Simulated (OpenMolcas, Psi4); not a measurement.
## How methods differ on AlSnSiH7 (SMILES [SiH3][AlH][SnH3])

The species is AlSnSiH7 (10 atoms), meant as a singlet with charge 0. SMILES: `[SiH3][AlH][SnH3]`. The coordinates come from a PBE0-D4/def2-TZVP relaxation.

Each level gives the HOMO–LUMO gap (eV). The values are calculated.

```json
{"level": "SVWN5/def2-SVP (core potential)", "kind": "LDA", "program": "OpenMolcas", "value (eV)": "2.92", "CPU time": "20 s"}
{"level": "revPBE/def2-SVP (core potential)", "kind": "GGA", "program": "OpenMolcas", "value (eV)": "3.05", "CPU time": "26 s"}
{"level": "M06-L/def2-SVP (core potential)", "kind": "meta-GGA", "program": "OpenMolcas", "value (eV)": "3.48", "CPU time": "34 s"}
{"level": "TPSS/def2-SVP (core potential)", "kind": "meta-GGA", "program": "OpenMolcas", "value (eV)": "3.27", "CPU time": "34 s"}
{"level": "r2SCAN-D4/def2-SVP (density fitting, core potential)", "kind": "meta-GGA", "program": "Psi4", "value (eV)": "3.41", "CPU time": "16 s"}
{"level": "r2SCAN/def2-SVP (core potential)", "kind": "meta-GGA", "program": "OpenMolcas", "value (eV)": "3.41", "CPU time": "34 s"}
{"level": "BHLYP/def2-SVP (core potential)", "kind": "global hybrid", "program": "OpenMolcas", "value (eV)": "6.33", "CPU time": "23 s"}
{"level": "B2PLYP/def2-SVP (core potential)", "kind": "double hybrid", "program": "OpenMolcas", "value (eV)": "6.51", "CPU time": "16 s"}
```

The values span 2.92 to 6.51 eV. Orbital gaps aren't excitation energies, and those of double hybrids come from the SCF part alone; they tend to grow with the share of exact exchange. Times are those of the runs behind each value, whatever else they computed, on shared processors of several kinds: orders of magnitude only.
